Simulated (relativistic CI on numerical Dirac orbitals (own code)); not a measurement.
# Au XXXIX: sensitivity of the levels to the model

Base calculation: Dirac-Coulomb-Breit CI, separate exchange-only KLI orbitals for each configuration, a model potential for QED, unscaled Slater integrals.

CI space (outside the closed core [Ar] 3d10): 4s2 4p6 4d5, 4s2 4p6 4d4 4f, 4s2 4p5 4d6, 4s 4p6 4d6, 4s2 4p5 4d5 4f, 4s 4p6 4d5 4f, 4s2 4p6 4d4 5s, 4s2 4p6 4d3 4f 5s, 4s2 4p6 4d4 5p, 4s2 4p6 4d4 5d, 4s2 4p5 4d5 5s, 4p6 4d6 4f, 4s2 4p6 4d4 5f, 4s2 4p6 4d3 5s 5p, 4s 4p6 4d4 4f 5s, 4s2 4p6 4d4 5g, 4s2 4p6 4d4 6s, 4p6 4d7, 4p5 4d8, 4p5 4d7 4f, 4s2 4p6 4d3 5s2, 4s2 4p6 4d2 4f 5s2, 4s2 4p5 4d3 4f 5s2, 4s 4p6 4d3 4f 5s2. Double excitations out of closed p, d and f shells are left out; levels of such configurations are missing from the list, as are those of other unlisted configurations, and high levels can miss mixing partners. These lack a partner that the ground configuration has and come out too high: 4s2 4p5 4d5 5s.

Variants: (1) QED terms removed; (2) only the first 3 configurations. Shifts of the energy above 4s2 4p6 4d5 4P_5/2, in cm⁻¹, for the lowest level and the first level of each name with at least 55 % of one term (blank where a level changes its place among those of its configuration and J or its character, or is not in the variant):

| Level | Base | Δ(1) | Δ(2) |
| --- | --- | --- | --- |
| 4s2 4p6 4d5 4P_5/2 | 0 | 0 | 0 |
| 4s2 4p6 4d5 2D_3/2 | 313223 | -540 | -3180 |
| 4s2 4p6 4d5 2I_13/2 | 402711 | -976 | +7419 |
| 4s2 4p6 4d5 4D_1/2 | 404593 | -973 | +3082 |
| 4s2 4p6 4d5 2G_7/2 | 444689 | -967 | +5372 |
| 4s2 4p6 4d5 4F_5/2 | 454256 | -973 | -345 |
| 4s2 4p6 4d5 2G_9/2 | 508204 | -982 | +2596 |
| 4s2 4p6 4d5 2P_3/2 | 563290 | -956 | +1864 |
| 4s2 4p6 4d5 2D_5/2 | 572623 | -1141 | -695 |
| 4s2 4p5 4d6 4H°_13/2 | 1838563 | +1299 | -31610 |
| 4s2 4p5 4d6 4I°_15/2 | 1879994 | +1311 | -30863 |

At this charge energies of transitions that change n are usually good to better than 1 %, and those within a shell (Δn = 0) to a few per cent. Terms inside the open d or f shell come out 10 to 20 % too wide with unscaled integrals.

Ionisation energy from the two ground configurations alone: base 1758.37 eV. The NIST ASD value (theoretical) is 1758 eV.

LS names give the leading component of a level, which can be under half, so a name can repeat, a term be missing and a line seem to break the LS rules.
